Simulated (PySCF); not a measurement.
C2H6S, charge +1, doublet, geometry from GFN2-xTB (a state made from the parent by changing its charge; the spin is typed, not shown lowest). Base run: PySCF with B3LYP/STO-3G.

PySCF was given this input:
```python
from pyscf import gto, scf, dft

mol = gto.M(
    atom='''
C     1.28089259    0.21169350    0.68335560
S     0.01499802    0.28322653   -0.56655118
C    -1.30390679   -0.64629964    0.18600725
H     1.54226619   -0.82365746    0.90480822
H     2.15771555    0.74065689    0.31689816
H     0.93231569    0.67887698    1.60539170
H    -0.98486767   -1.67128238    0.37976291
H    -2.15303809   -0.65232660   -0.49358934
H    -1.59627479   -0.19625504    1.13537012
''',
    basis='sto-3g',
    charge=1,
    spin=1,
    verbose=4,
)

mf = dft.UKS(mol)
mf.xc = 'b3lyp'
mf.kernel()
```

Each row names what was changed in the base input (with any setting that the change needs).

```tsv
change	ΔE vs base (mEh)	grid points	electrons on the grid
base	0.000	105968	32.99999
grids.prune = dft.gen_grid.sg1_prune	-0.031	44952	33.00011
grids.radi_method = mura_knowles	0.000	101216	32.99999
grids.level = 2	0.000	66400	32.99999
grids.atom_grid = (150, 974)	-0.002	729304	33.00000
grids.prune = off	0.000	170624	32.99999
grids.radi_method = delley	0.000	114584	32.99999
grids.level = 0	-16.861	7520	33.00368
small_rho_cutoff = 0	0.000	105968	32.99999
grids.level = 4	-0.002	180160	33.00000
grids.atom_grid = (50, 194)	-0.036	59392	33.00011
```

Open shells are given as the SCF converged; they aren't shown to be the lowest states, and a large step between rows can be another state.
